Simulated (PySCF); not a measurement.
**Where the electron goes**

Species: C6H9BS.
Atom-mapped SMILES: `[CH3:1][B:2]([CH3:3])[c:4]1[cH:5][cH:6][cH:7][s:8]1` (hydrogens: H9, H10, H11 on C1; H12, H13, H14 on C3; H15 on C5; H16 on C6; H17 on C7)

Structure used (PBE0-D3(BJ)/def2-SVP), in Å, numbered top down from 1:
```
atom  x, y, z in Å
C1    -1.8134    1.7055   -0.2298
B2    -1.1885    0.2730   -0.0461
C3    -2.1285   -0.9910    0.0665
C4     0.3433    0.0639    0.0240
C5     1.0645   -1.1092    0.1949
C6     2.4667   -0.9300    0.2098
C7     2.8184    0.3926    0.0502
S8     1.4494    1.3941   -0.1169
H9    -1.1015    2.5355   -0.3504
H10   -2.4987    1.7034   -1.0955
H11   -2.4551    1.9262    0.6422
H12   -3.2002   -0.7453    0.0885
H13   -1.8918   -1.5900    0.9618
H14   -1.9544   -1.6594   -0.7953
H15    0.5770   -2.0795    0.3069
H16    3.1932   -1.7342    0.3330
H17    3.8232    0.8138    0.0238
```

Computed with TDDFT wB97X-D/def2-SVPD, vertical, gas phase, core orbitals frozen in the response (PySCF).

Frontier orbitals with the atoms that hold most of them (Löwdin shares over 4%, at most four atoms; ? is withheld):

```json
{"orbital": "HOMO-3", "ε (eV)": "-10.93", "atoms": "B2 22%, C1 21%, C4 19%, C3 8%"}
{"orbital": "HOMO-2", "ε (eV)": "-10.59", "atoms": "C3 26%, B2 22%, C1 17%, S8 10%"}
{"orbital": "HOMO-1", "ε (eV)": "-9.12", "atoms": "S8 42%, C5 20%, C6 18%, C7 8%"}
{"orbital": "HOMO", "ε (eV)": "-8.84", "atoms": "?"}
{"orbital": "LUMO", "ε (eV)": "?", "atoms": "?"}
{"orbital": "LUMO+1", "ε (eV)": "1.84", "atoms": "B2 41%, S8 17%, C6 5%, C3 5%"}
{"orbital": "LUMO+2", "ε (eV)": "2.23", "atoms": "S8 67%, H17 7%, C7 5%, C4 4%"}
```

(1) Which atoms hold the LUMO, and with what shares?

(2) Which atoms hold the HOMO, and with what shares?

(3) What is the LUMO energy, and the HOMO–LUMO gap?

Answers

(1) B2 (bonded to 3 C) 20%; C4 (bonded to B, C and S) 15%; C7 (bonded to C, S and H) 15%; S8 (bonded to 2 C) 14%. By element: carbon 30% or more, boron 20%, sulfur 14%.

(2) C4 (bonded to B, C and S) 29%; C7 (bonded to C, S and H) 26%; C6 (bonded to 2 C and H) 14%; C5 (bonded to 2 C and H) 13%.

(3) ε(LUMO) = 0.18 eV; the gap is 9.02 eV (0.3315 hartree).

Problem. How does S1 compare with the orbital gap of 9.02 eV?

Solution. S1 is at 5.01 eV (f = 0.227), 4.01 eV below the gap, made of HOMO→LUMO (83%), HOMO-1→LUMO (12%). Without the coupling terms of the response equations the lowest excitation would equal the gap.

Problem. One configuration dominates each of S1, S2 and S3. Which, and how do the shares of the two leading atoms of either orbital change from the occupied to the empty one?

Solution. 
- S1 (5.01 eV, f 0.227), HOMO→LUMO (83%): C4 29% → 15%, C7 26% → 15%, B2 at most 13% → 20%
- S2 (5.23 eV, f 0.097), HOMO-1→LUMO (81%): S8 42% → 14%, C5 20% → at most 15%, B2 at most 9% → 20%, C4 at most 9% → 15%
- S3 (5.95 eV, f 0.0010), HOMO-2→LUMO (92%): C3 26% → at most 15%, B2 22% → 20%, C4 at most 10% → 15%

Löwdin shares depend on the basis, the more so with diffuse functions.
